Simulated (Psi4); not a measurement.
CH6AlFGeO (SMILES C[O][Al]([F])[GeH3]), singlet, at a GFN2-xTB geometry (such geometries of metal compounds can be far from the true shape); Psi4 1.11 with B3LYP/def2-SVPD.

Psi4 was given this input:
```
memory 2 GB

molecule mol {
0 1
  Al   -0.524033   -0.655099    0.217621
  F    -1.297943   -1.395016    1.481962
  Ge    0.830399    1.293022    0.539203
  H     2.265564    1.131883    0.117740
  H     0.399144    2.506532   -0.238513
  H     0.944908    1.811369    1.944962
  O    -0.617629   -1.208747   -1.330216
  C    -0.739454   -1.740815   -2.619830
  H     0.243463   -2.044339   -2.986137
  H    -1.399966   -2.609820   -2.607352
  H    -1.154196   -0.986021   -3.291201
}

set basis def2-svpd
set reference rks

energy('b3lyp')
print_variables()
```

The log (banner, timings and long lists left out):

```
   => Loading Basis Set <=

    Name: DEF2-SVPD
    Role: ORBITAL
    Keyword: BASIS

         ---------------------------------------------------------
                                   SCF
               by Justin Turney, Rob Parrish, Andy Simmonett
                          and Daniel G. A. Smith
                              RKS Reference
         ---------------------------------------------------------

  ==> Geometry <==

    Molecular point group: c1
    Full point group: C1

    Geometry (in Angstrom), charge = 0, multiplicity = 1:

       Center              X                  Y                   Z               Mass
    ------------   -----------------  -----------------  -----------------  -----------------
         AL          -0.557439660818    -0.726473365976     0.126322388179    26.981538530000
         F           -1.331349660818    -1.466390365976     1.390663388179    18.998403162730
         GE           0.796992339182     1.221647634024     0.447904388179    73.921177761000
         H            2.232157339182     1.060508634024     0.026441388179     1.007825032230
         H            0.365737339182     2.435157634024    -0.329811611821     1.007825032230
         H            0.911501339182     1.739994634024     1.853663388179     1.007825032230
         O           -0.651035660818    -1.280121365976    -1.421514611821    15.994914619570
         C           -0.772860660818    -1.812189365976    -2.711128611821    12.000000000000
         H            0.210056339182    -2.115713365976    -3.077435611821     1.007825032230
         H           -1.433372660818    -2.681194365976    -2.698650611821     1.007825032230
         H           -1.187602660818    -1.057395365976    -3.382499611821     1.007825032230

  Running in c1 symmetry.

  Rotational constants: A =      0.10892  B =      0.04007  C =      0.02975 [cm^-1]
  Rotational constants: A =   3265.28178  B =   1201.34478  C =    891.77079 [MHz]
  Nuclear repulsion =  402.826082747696432

  Charge       = 0
  Multiplicity = 1
  Electrons    = 74
  Nalpha       = 37
  Nbeta        = 37

  ==> Algorithm <==

  SCF Algorithm Type is DF.
  DIIS enabled.
  MOM disabled.
  Fractional occupation disabled.
  Guess Type is SAD.
  Energy threshold   = 1.00e-06
  Density threshold  = 1.00e-06
  Integral threshold = 1.00e-12

  ==> Primary Basis <==

  Basis Set: DEF2-SVPD
    Blend: DEF2-SVPD
    Number of shells: 74
    Number of basis functions: 176
    Number of Cartesian functions: 188
    Spherical Harmonics?: true
    Max angular momentum: 2

  ==> DFT Potential <==

   => LibXC <=

    Version 7.1.2
    S. Lehtola, C. Steigemann, M. J. T. Oliveira, and M. A. L. Marques,  SoftwareX 7, 1–5 (2018) (10.1016/j.softx.2017.11.002)

   => Composite Functional: B3LYP <=

    B3LYP Hyb-GGA Exchange-Correlation Functional

    P. J. Stephens, F. J. Devlin, C. F. Chabalowski, and M. J. Frisch,  J. Phys. Chem. 98, 11623 (1994) (10.1021/j100096a001)

    Deriv               =              1
    GGA                 =           TRUE
    Meta                =          FALSE

    Exchange Hybrid     =           TRUE
    MP2 Hybrid          =          FALSE

   => Exchange Functionals <=

    0.0800   Slater exchange
    0.7200         Becke 88

   => Exact (HF) Exchange <=

    0.2000               HF

   => Correlation Functionals <=

    0.1900   Vosko, Wilk & Nusair (VWN5_RPA)
    0.8100   Lee, Yang & Parr

   => LibXC Density Thresholds  <==

    XC_HYB_GGA_XC_B3LYP:  1.00E-15

   => Molecular Quadrature <=

    Radial Scheme          =       TREUTLER
    Pruning Scheme         =           NONE
    Nuclear Scheme         =       TREUTLER

    Blocking Scheme        =         OCTREE
    BS radius alpha        =              1
    Pruning alpha          =              1
    Radial Points          =             75
    Spherical Points       =            302
    Total Points           =         238921
    Total Blocks           =           1830
    Max Points             =            256
    Max Functions          =            169
    Weights Tolerance      =       1.00E-15

   => Loading Basis Set <=

    Name: (DEF2-SVPD AUX)
    Role: JKFIT
    Keyword: DF_BASIS_SCF

  ==> Integral Setup <==

  SCF_SUBTYPE=INCORE selected. In-core MEM_DF algorithm will be used.
  Using in-core AOs.

  ==> MemDFJK: Density-Fitted J/K Matrices <==

    J tasked:                   Yes
    K tasked:                   Yes
    wK tasked:                   No
    Algorithm:                 Core
    Schwarz Cutoff:           1E-12
    Mask sparsity (%):       6.4502
    Fitting Condition:        1E-10

   => Auxiliary Basis Set <=

  Basis Set: (DEF2-SVPD AUX)
    Blend: DEF2-UNIVERSAL-JKFIT
    Number of shells: 209
    Number of basis functions: 731
    Number of Cartesian functions: 921
    Spherical Harmonics?: true
    Max angular momentum: 5

  Minimum eigenvalue in the overlap matrix is 8.2975845805E-05.
  Reciprocal condition number of the overlap matrix is 9.7471430600E-06.
    Using symmetric orthogonalization.

  ==> Pre-Iterations <==

  SCF Guess: Superposition of Atomic Densities via on-the-fly atomic UHF (no occupation information).

   -------------------------
    Irrep   Nso     Nmo
   -------------------------
     A        176     176
   -------------------------
    Total     176     176
   -------------------------

  ==> Iterations <==

                           Total Energy        Delta E     RMS |[F,P]|

   @DF-RKS iter SAD: -2532.12046124000290   -2.53212e+03   0.00000e+00
   @DF-RKS iter   1: -2534.02426934884852   -1.90381e+00   1.50916e-02 ADIIS/DIIS
   @DF-RKS iter   2: -2525.01066231148752    9.01361e+00   4.51009e-02 ADIIS/DIIS
   @DF-RKS iter   3: -2535.63115518811355   -1.06205e+01   5.90287e-03 ADIIS/DIIS
   @DF-RKS iter   4: -2535.83615226279653   -2.04997e-01   2.68792e-03 ADIIS/DIIS
   @DF-RKS iter   5: -2535.91453417005232   -7.83819e-02   3.54524e-04 ADIIS/DIIS
   @DF-RKS iter   6: -2535.91535062995536   -8.16460e-04   2.00492e-04 ADIIS/DIIS
   @DF-RKS iter   7: -2535.91580220062360   -4.51571e-04   4.34261e-05 DIIS
   @DF-RKS iter   8: -2535.91582804913060   -2.58485e-05   7.83396e-06 DIIS
   @DF-RKS iter   9: -2535.91582886651440   -8.17384e-07   1.61114e-06 DIIS
   @DF-RKS iter  10: -2535.91582891828648   -5.17721e-08   2.43295e-07 DIIS
  Energy and wave function converged.

  ==> Post-Iterations <==

   Electrons on quadrature grid:
      Ntotal   =   73.9999894318 ; deviation = -1.057e-05

    Orbital Energies [Eh]
    ---------------------

    Doubly Occupied:

[...]
      37A     -0.292030

    Virtual:

[...]
     176A      3.593925

    Final Occupation by Irrep:
              A
    DOCC [    37 ]
    NA   [    37 ]
    NB   [    37 ]

  @DF-RKS Final Energy: -2535.91582891828648

   => Energetics <=

    Nuclear Repulsion Energy =            402.8260827476964323
    One-Electron Energy =               -4332.7993296805625505
    Two-Electron Energy =                1494.4022732619571343
    DFT Exchange-Correlation Energy =    -100.3448552473774100
    Empirical Dispersion Energy =           0.0000000000000000
    VV10 Nonlocal Energy =                  0.0000000000000000
    Total Energy =                      -2535.9158289182860244

Computation Completed

Properties will be evaluated at   0.000000,   0.000000,   0.000000 [a0]

Properties computed using the SCF density matrix

 Multipole Moments:

 ------------------------------------------------------------------------------------
     Multipole            Electronic (a.u.)      Nuclear  (a.u.)        Total (a.u.)
 ------------------------------------------------------------------------------------

 L = 1.  Multiply by 2.5417464519 to convert [e a0] to [Debye]
 Dipole X            :          4.7387725           -4.6715540            0.0672186
 Dipole Y            :          9.8577123           -9.9809515           -0.1232392
 Dipole Z            :         11.9189198          -12.7671395           -0.8482198
 Magnitude           :                                                    0.8597575

 ------------------------------------------------------------------------------------

  Variable Map:
  ----------------------------------------------------------------------------
[...]
  Array Variable Map:
  ----------------------------------------------------------------------------
[...]
[...]
```
